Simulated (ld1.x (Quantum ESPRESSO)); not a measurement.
## Scattering properties, TM potential for Ru

ruthenium, norm-conserving Troullier–Martins (Kleinman–Bylander form), made with ld1.x (Quantum ESPRESSO) 7.5 (revPBE, scalar-relativistic). Core [Ar] 3d10, reference 4s2 4p6 4d7 5s1 5p0. Waves: 4p (bound): rc 1.10 bohr; 4d (bound): rc 2.15 bohr; 4s (bound): rc 1.30 bohr. Local part: the s channel. Core correction: none.

Occupied shells without a wave of their own: 5s. They enter only through the test configuration that unscreens the potential.

The phase is arctan(r·u′/u) with u = r·R(r), unwrapped; energies in Ry, scanned from -8 to 5 Ry. A pole is an energy at which the radial function vanishes at the test radius. The pseudo phase is shifted by a multiple of π to meet the all-electron one at the reference energy, and phase errors are pseudo minus all-electron; the curves can meet again beyond the range given. Levels narrower than the energy grid can be missing from the lists of poles.

Question: For each channel, where are the poles, and over which energies does the pseudopotential scatter like the atom?

Answer:

| channel | radius (bohr) | reference energy (Ry) | poles, all-electron | poles, pseudo | unbroken range about the reference energy with phases within 0.05 rad | phase error 1 Ry above the reference energy (rad) |
| --- | --- | --- | --- | --- | --- | --- |
| s | 2.36 | -5.61 | -5.56, 3.62 | -5.56, 3.11 | below -0.6 | -0.000 |
| p | 2.36 | -3.41 | -3.28 | -3.28, 4.65 | below 0.5 | -0.001 |
| d | 2.36 | -0.38 | 0.21 | 0.21 | the whole range | -0.000 |

Phases in the d channel:

```csv
E (Ry),all-electron,pseudo
-8.00,1.421,1.421
-7.52,1.416,1.416
-7.04,1.411,1.411
-6.56,1.405,1.405
-6.08,1.398,1.398
-5.60,1.391,1.391
-5.12,1.382,1.382
-4.64,1.372,1.372
-4.16,1.360,1.359
-3.68,1.345,1.345
-3.20,1.326,1.326
-2.72,1.301,1.301
-2.24,1.265,1.265
-1.76,1.206,1.205
-1.28,1.082,1.081
-0.80,0.618,0.617
-0.32,-1.110,-1.110
0.16,-1.550,-1.550
0.64,-1.687,-1.687
1.12,-1.776,-1.776
1.60,-1.862,-1.862
2.08,-1.975,-1.974
2.56,-2.165,-2.162
3.04,-2.568,-2.559
3.52,-3.374,-3.354
4.00,-4.027,-4.014
4.48,-4.316,-4.308
4.96,-4.458,-4.452
```
